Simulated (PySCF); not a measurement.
SMILES [CH2]([InH][CH3])C, PBE0/def2-SVP optimised geometry.

```
13

In     0.20    -0.79     0.00
H      1.95    -0.79     0.00
C     -0.85    -2.69     0.00
H     -1.95    -2.56     0.04
H     -0.54    -3.29     0.86
H     -0.60    -3.26    -0.91
C     -0.88     1.12     0.00
C     -0.01     2.37     0.01
H     -1.55     1.09     0.87
H     -1.54     1.10    -0.88
H      0.66     2.42    -0.87
H      0.64     2.41     0.90
H     -0.61     3.29     0.01
```

Density from PySCF with PBE0/def2-TZVP, def2 effective core potentials past Kr at that geometry. The core electrons that the potentials of In replace are not part of the density.

Minimum of the electron density along straight lines between bonded atoms, close to the bond critical point (lines longer than 1.1 times the sum of covalent radii, or with two minima, are not listed):

```
bond    length / Å  ρ at the minimum / e bohr⁻³  ∇²ρ there / e bohr⁻⁵  position (fraction from the first atom)
------  ----------  ---------------------------  --------------------  ---------------------------------------
In1–H2       1.749                        0.100                  0.11                                     0.63
In1–C3       2.172                        0.096                  0.15                                     0.51
C3–H4        1.099                        0.268                 -0.88                                     0.64
C3–H5        1.101                        0.265                 -0.86                                     0.64
C3–H6        1.101                        0.265                 -0.86                                     0.64
In1–C7       2.185                        0.096                  0.14                                     0.51
C7–C8        1.523                        0.243                 -0.59                                     0.50
C7–H9        1.104                        0.266                 -0.86                                     0.64
C7–H10       1.104                        0.266                 -0.86                                     0.64
C8–H11       1.102                        0.271                 -0.91                                     0.64
C8–H12       1.102                        0.271                 -0.91                                     0.64
C8–H13       1.104                        0.270                 -0.90                                     0.64
```
